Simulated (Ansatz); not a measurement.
Basis-set extrapolation for C2H10N2Si (`CN[SiH2]NC`) (PBE0-D4/def2-TZVP geometry, frozen core, the Gaussian-basis code of Ansatz). Multiplicity 1, RHF reference.

```
                      def2-TZVPP   def2-QZVPP
                 HF  -479.518771  -479.537941
    MP2 correlation    -0.905311    -0.967324
CCSD(T) correlation    -0.995608      not run
```

Energies in hartree. Use E(X) = E(∞) + A·exp(−7.88·√X) for Hartree–Fock and E(X) = E(∞) + B·X^(−2.97) for correlation, with X = 3 and 4, and add CCSD(T) minus MP2 of the smaller set to the MP2 limit.

Task: What is the CCSD(T) energy at the basis-set limit?

Result: HF limit: -479.537941 + (-0.019170) × 0.13774 = -479.54058. MP2 limit: -0.967324 + (-0.062013) × 0.74074 = -1.01326. Higher-order term: -0.995608 − (-0.905311) = -0.09030. Total: -480.64414 hartree, 3.53 eV below CCSD(T)/def2-TZVPP.
